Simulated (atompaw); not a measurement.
Reading a pseudo-wave (Al (Z = 13))

Columns: radius, all-electron u(r) and pseudo u(r) of the 3s shell (level -8.18 eV) of aluminium in the configuration [Ne] 3s1.5 3p1.5; PBE, scalar-relativistic, PAW (atompaw) scheme, atompaw 4.2.0.5.

```
r (bohr)  all-electron  pseudo
   0.110        0.1041  0.0616
   0.219       -0.1182  0.1221
   0.329       -0.2659  0.1821
   0.438       -0.2981  0.2401
   0.548       -0.2480  0.2967
   0.658       -0.1512  0.3508
   0.767       -0.0350  0.4015
   0.877        0.0862  0.4494
   0.987        0.2014  0.4936
   1.096        0.3046  0.5335
   1.206        0.3949  0.5694
   1.315        0.4703  0.6004
   1.425        0.5326  0.6271
   1.535        0.5820  0.6489
   1.644        0.6199  0.6655
   1.754        0.6477  0.6775
   1.863        0.6660  0.6845
   1.973        0.6761  0.6868
   2.083        0.6789  0.6846
   2.192        0.6755  0.6783
   2.302        0.6668  0.6680
   2.412        0.6537  0.6542
   2.521        0.6374  0.6375
   2.631        0.6180  0.6181
   2.740        0.5968  0.5968
   2.850        0.5738  0.5738
```

Q: How many radial nodes do the two functions have?

A: The all-electron 3s function has n − l − 1 = 2; the pseudo-wave has 0, since the states of the same l below it are removed with the core.

Q: Where does each function peak?

A: Outermost all-electron maximum near 2.08 bohr, pseudo maximum near 1.97 bohr (to the table’s step).

Q: Is the pseudo-wave norm-conserving?

A: No, it belongs to a PAW set: the norm inside the radius is not constrained, and the difference is carried by the augmentation charge.
